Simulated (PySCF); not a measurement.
Löwdin shares of the frontier orbitals

Compound: TcO3Cl (singlet state).
Geometry (PBE0-D3(BJ)/def2-SVP, Å), atoms numbered from 1 in this order:
```xyz
5
ClO3Tc angstrom
Tc     0.0516    0.0961    0.0512
O     -0.0079   -0.0511    1.7023
O      1.6301    0.1774   -0.4503
O     -0.7601    1.4631   -0.4213
Cl    -0.9137   -1.6856   -0.8819
```

Computed, not measured: PySCF 2.14.0, density-fitted response routines, TDDFT wB97X-D/def2-SVPD, vertical, gas phase, core orbitals frozen in the response, def2 core potentials past Kr. Spin–orbit coupling is left out.

Kohn–Sham orbitals with the atoms that hold most of them (Löwdin shares over 4%, at most four atoms):

```tsv
orbital	ε (eV)	atoms
HOMO-3	-12.87	Cl5 25%, O2 23%, O4 21%, O3 21%
HOMO-2	-12.36	O2 33%, O4 33%, O3 33%
HOMO-1	-12.17	Cl5 60%, O2 19%, O4 14%, O3 6%
HOMO	-12.17	Cl5 60%, O3 20%, O4 12%, O2 7%
LUMO	-2.56	Tc1 52%, O4 20%, O2 13%, O3 10%
LUMO+1	-2.56	Tc1 52%, O3 19%, O2 16%, O4 8%
LUMO+2	-1.71	Tc1 49%, Cl5 21%, O2 10%, O4 10%
```

Within 0.005 eV of a neighbour in this list lie HOMO-1/HOMO and LUMO/LUMO+1 (point group found: C3v); within a degenerate set the shares of single atoms can hang on how the components are chosen.

(1) How does S1 compare with the orbital gap of 9.61 eV?

Answers

(1) S1 is at 4.02 eV (f = 0.0002), 5.59 eV below the gap, made of HOMO-2→LUMO/LUMO+1 (≥59%), HOMO-1/HOMO→LUMO/LUMO+1 (≥20%). S1/S2 lie within about 0.01 eV of each other. Its leading pair isn't HOMO and LUMO; the energies of that pair differ by 9.80 eV. 

For S1 the Löwdin share of technetium is at most 2% in HOMO-2 and 52% in LUMO (ligand-to-metal charge transfer by this measure).

Next come S2 at 4.02 eV (f 0.0002), HOMO-2→LUMO/LUMO+1 (≥59%), HOMO-1/HOMO→LUMO/LUMO+1 (≥20%); S3 at 4.39 eV (f 0.0000), HOMO-1/HOMO→LUMO/LUMO+1 (≥62%); S4 at 4.46 eV (f 0.013), HOMO-1/HOMO→LUMO/LUMO+1 (≥35%), HOMO-3→LUMO/LUMO+1 (≥13%); S5 at 4.69 eV (f 0.0036), HOMO-5→LUMO/LUMO+1 (≥22%), HOMO-2→LUMO/LUMO+1 (≥18%), HOMO-1/HOMO→LUMO/LUMO+1 (≥15%).

Orbitals of the list HOMO-3 to LUMO+2 that lie within 0.01 eV of each other are written together with a slash and their weights summed (≥ marks a lower bound); for degenerate orbitals outside that list single weights are arbitrary.

Löwdin shares depend on the basis, the more so with diffuse functions.
